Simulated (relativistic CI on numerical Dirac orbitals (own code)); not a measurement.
# Sc2+ in a cubic cluster: 2p photoemission with charge transfer

Computed with a charge-transfer multiplet model of a cubic metal-ligand cluster with up to 2 ligand holes, Slater and spin-orbit integrals from Dirac-Coulomb-Breit ions, Slater integrals scaled by 0.8. The ground state mixes d1 with configurations of k ligand holes L, whose averages lie at kΔ + k(k − 1)U_dd/2; a core hole lowers each added d electron by U_cd. 300 K, Lorentzian 0.6 eV and Gaussian 0.8 eV FWHM.

Atomic integrals in eV (Slater integrals scaled, ζ unscaled), ground: F2dd 4.710, F4dd 2.885, zeta_d 0.008; with the core hole: F2dd 4.710, F4dd 2.885, zeta_d 0.020, zeta_core 3.005, F2cd 4.113, G1cd 2.955, G3cd 1.675. Where a configuration has fewer than two d electrons, the dd integrals are those of d2.

Cluster parameters (eV): U_dd = 4.1, U_cd = 4.6, 10Dq = 1.05, 10Dq(ligand) = 1.6, V(eg) = 3.05, V(t2g) = -1.54, final-state hopping factor = 0.8.

```tsv
Case	n_d	d1	d2L	d3L2	S
Δ = 1.8 eV	1.85	0.31	0.52	0.16	0.50
Δ = 2.8 eV	1.77	0.36	0.50	0.14	0.50
Δ = 4.8 eV	1.62	0.47	0.44	0.09	0.50
```

Weights, n_d and S are thermal averages at 300 K. Binding energies count from the first peak over 30 % of the highest in each spectrum, which can be another peak from case to case. The parameters are a model scan and need not match a compound or its usual spin state. Peaks in eV (height, largest 100):
- Δ = 1.8 eV: 0.0 (100), 4.8 (37), 10.7 (6)
- Δ = 2.8 eV: 0.0 (100), 4.7 (38), 10.2 (6)
- Δ = 4.8 eV: 0.0 (100), 4.5 (42), 9.5 (7)

For the case Δ = 4.8 eV, Δ = 4.8 eV is larger than U_dd = 4.1 eV, the Mott-Hubbard side of the Zaanen-Sawatzky-Allen scheme. With the core hole the configuration with one ligand hole lies at Δ − U_cd = -2.8, -1.8, 0.2 eV from the one without, in the order of the table; where this is negative the screened configuration lies lower, though the effective hopping of about 5.3 eV (from the holes of the mixed ground state) mixes the two strongly wherever it is as large as the gap.

With at most 2 ligand holes the space is cut while the next configuration still counts, so covalency is underestimated, and a final configuration with one more ligand hole, which can lie low, is missing from the spectra.
